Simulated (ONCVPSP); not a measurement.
Sr ONCV: all-electron and pseudo phase curves

Sr, optimised norm-conserving Vanderbilt (ONCV), made with ONCVPSP 4.0.1 (PBE, fully relativistic). Core [Ar] 3d10, reference 4s2 4p6 5s2. Waves: 4s+5s: rc 2.50 bohr, ncon 4, nbas 8, qcut 5.4 1/bohr, 2 projectors; 4p: rc 2.45 bohr, ncon 4, nbas 9, qcut 4.3 1/bohr, 2 projectors, debl 2.5 Ha; d scattering state at 0.07 Ha: rc 2.75 bohr, ncon 4, nbas 7, qcut 4 1/bohr, 2 projectors, debl 0.9 Ha. Local part: polynomial inside 1.80 bohr (lpopt 5, dvloc0 0 Ha). Core correction: Teter function, fcfact 1.75, rcfact 1.55.

Open shells are filled in proportion to 2j + 1.

In the d channel the program set the typed energies aside and used 0.050, 0.950 Ha (j = l + 1/2; the other j can differ).

The phase is arctan(r·R′/R) of the radial function R(r), unwrapped; energies in Ha, scanned from -3 to 5 Ha. A pole is an energy at which the radial function vanishes at the test radius. The pseudo phase is shifted by a multiple of π to meet the all-electron one at the reference energy, and phase errors are pseudo minus all-electron; the curves can meet again beyond the range given. Levels narrower than the energy grid can be missing from the lists of poles.

```json
{"channel": "s", "radius (bohr)": "2.53", "reference energy (Ha)": "-0.13", "poles, all-electron": "-1.40, 2.27", "poles, pseudo": "-1.40, 2.20, 4.88", "unbroken range about the reference energy with phases within 0.05 rad": "below 3.1", "phase error 1 Ha above the reference energy (rad)": "-0.002"}
{"channel": "p3/2", "radius (bohr)": "2.49", "reference energy (Ha)": "-0.82", "poles, all-electron": "-0.60, 3.12", "poles, pseudo": "-0.60, 3.11", "unbroken range about the reference energy with phases within 0.05 rad": "below 4.8", "phase error 1 Ha above the reference energy (rad)": "-0.000"}
{"channel": "p1/2", "radius (bohr)": "2.49", "reference energy (Ha)": "-0.87", "poles, all-electron": "-0.66, 3.04", "poles, pseudo": "-0.66, 3.03", "unbroken range about the reference energy with phases within 0.05 rad": "below 5.0", "phase error 1 Ha above the reference energy (rad)": "-0.000"}
{"channel": "d5/2", "radius (bohr)": "2.79", "reference energy (Ha)": "0.05", "poles, all-electron": "0.41, 3.17", "poles, pseudo": "0.41, 3.48", "unbroken range about the reference energy with phases within 0.05 rad": "below 3.7", "phase error 1 Ha above the reference energy (rad)": "+0.000"}
{"channel": "d3/2", "radius (bohr)": "2.79", "reference energy (Ha)": "0.05", "poles, all-electron": "0.40, 3.16", "poles, pseudo": "0.40, 3.49", "unbroken range about the reference energy with phases within 0.05 rad": "below 3.6", "phase error 1 Ha above the reference energy (rad)": "+0.000"}
```

Phases in the s channel:

| E (Ha) | all-electron | pseudo |
| --- | --- | --- |
| -2.98 | 1.340 | 1.340 |
| -2.76 | 1.322 | 1.322 |
| -2.54 | 1.298 | 1.298 |
| -2.32 | 1.264 | 1.264 |
| -2.10 | 1.208 | 1.208 |
| -1.88 | 1.076 | 1.076 |
| -1.66 | 0.214 | 0.214 |
| -1.44 | -1.516 | -1.516 |
| -1.22 | -1.725 | -1.725 |
| -1.00 | -1.822 | -1.822 |
| -0.78 | -1.907 | -1.907 |
| -0.56 | -2.010 | -2.010 |
| -0.34 | -2.166 | -2.166 |
| -0.12 | -2.444 | -2.444 |
| 0.10 | -2.977 | -2.977 |
| 0.32 | -3.662 | -3.663 |
| 0.54 | -4.098 | -4.099 |
| 0.76 | -4.321 | -4.322 |
| 0.98 | -4.447 | -4.448 |
| 1.20 | -4.527 | -4.529 |
| 1.42 | -4.583 | -4.586 |
| 1.64 | -4.626 | -4.629 |
| 1.86 | -4.660 | -4.665 |
| 2.08 | -4.689 | -4.696 |
| 2.30 | -4.716 | -4.726 |
| 2.52 | -4.741 | -4.755 |
| 2.74 | -4.766 | -4.788 |
| 2.96 | -4.793 | -4.830 |
| 3.18 | -4.824 | -4.889 |
| 3.40 | -4.861 | -4.999 |
| 3.62 | -4.910 | -5.320 |
| 3.84 | -4.982 | -6.785 |
| 4.06 | -5.103 | -7.520 |
| 4.28 | -5.354 | -7.693 |
| 4.50 | -5.992 | -7.773 |
| 4.72 | -6.912 | -7.824 |
| 4.94 | -7.341 | -7.864 |
